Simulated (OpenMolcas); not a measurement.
An atom or ion with 51 electrons was computed by SS-RASPT2, IPEA 0.25 Eh, imaginary shift 0.1 Eh with spin-orbit coupling (OpenMolcas, ANO-RCC-VQZP, DKH2). The lowest levels that the run gave, each within 12 % of the measured value where one is at hand:

| J | Parity | E (cm-1) | g |
| --- | --- | --- | --- |
| 3/2 | odd | 0.0 | 1.966 |
| 3/2 | odd | 10660 | 0.892 |
| 5/2 | odd | 12420 | 1.200 |
| 1/2 | odd | 21160 | 0.666 |
| 3/2 | odd | 23710 | 1.278 |
| 5/2 | even | 71630 | 1.591 |
| 3/2 | even | 75000 | 1.725 |
| 1/2 | even | 76990 | 2.669 |

**Question.** Which ion is it, and what are the configurations and terms?

**Answer.** Te+ (Z = 52, charge +1; active space 5 electrons in 9 orbitals (RAS2 5s 5p; RAS3 5d, at most 2 electrons)). J, parity and g give the terms where levels are pure, and mixed ones are named by the computed weights; the size of the splittings, set against known spectra of the 51-electron sequence, gives the charge. In order, with the measured energies in cm-1 (NIST Handbook of Basic Atomic Spectroscopic Data): 5s2 5p3 4S* 3/2, 5s2 5p3 2D* 3/2 (10222), 5s2 5p3 2D* 5/2 (12422), 5s2 5p3 2P* 1/2 (20547), 5s2 5p3 2P* 3/2 (24032), 5s 5p4 4P 5/2 (71193), 5s 5p4 4P 3/2 (74893), 5s 5p4 4P 1/2.

CASPT2 does not keep the components of a term degenerate, so their means are used; among the terms shown or strongly mixed into the levels shown the widest spread is 11 cm-1 (5s2 5p3 2D*). The run also gave levels led by 5s2 5p2 5d, which use shells meant for correlation; these and all levels above them are left out. Some terms mix strongly with configurations of 5d, whose occupation reaches 0.21 (5s 5p4 4P). Computed and measured levels are paired by configuration, term and J; levels that our copy of the source lacks, or whose pairing is in doubt (as where it misses far off the trend of its configuration), stay unpaired and out of the deviations. Levels of configurations outside the active space are missing.

* marks odd parity.
